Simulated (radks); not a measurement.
Results of a calculation; reference values are marked as such.
Question: Te2+, 50 electrons, occupied as [Kr] 4d10 5s2 5p2. Level of theory: Dirac Kohn-Sham, LDA (Slater exchange, Perdew-Wang correlation), spin-unpolarised, spherical densities, finite nucleus; open shells fill j = l - 1/2 first; Fermi nuclear charge, rms radius 4.7423 fm (a radial shooting solver on a logarithmic mesh with Libxc functionals). Some entries of the table are withheld. Estimate them.

orbital,occ.,eigenvalue (hartree),<r^2> (bohr^2),<1/r> (bohr^-1)
1s1/2,2,-1160.839,(1),55.52
2s1/2,2,-178.5948,0.01691,12.93
2p1/2,2,-167.4705,0.01251,12.92
2p3/2,4,-157.3972,0.01380,11.95
3s1/2,2,-36.08879,0.1189,4.595
3p1/2,2,-31.50509,0.1136,4.509
3p3/2,4,-29.62822,0.1218,4.271
3d3/2,4,-21.50805,0.1031,4.125
3d5/2,6,-21.11511,0.1055,4.064
4s1/2,2,-6.72298,0.6613,1.839
4p1/2,2,-5.14491,0.7327,1.727
4p3/2,4,-4.78438,0.7868,1.649
4d3/2,4,-2.26213,1.088,1.385
4d5/2,6,-2.20761,1.116,1.365
5s1/2,2,(2),4.380,0.6613
5p1/2,2,-0.85033,5.888,0.5652
5p3/2,0,-0.81006,6.313,0.5431

Answer: 
(1) 1s1/2 <r^2> (bohr^2): 0.001050
(2) 5s1/2 eigenvalue (hartree): -1.20569
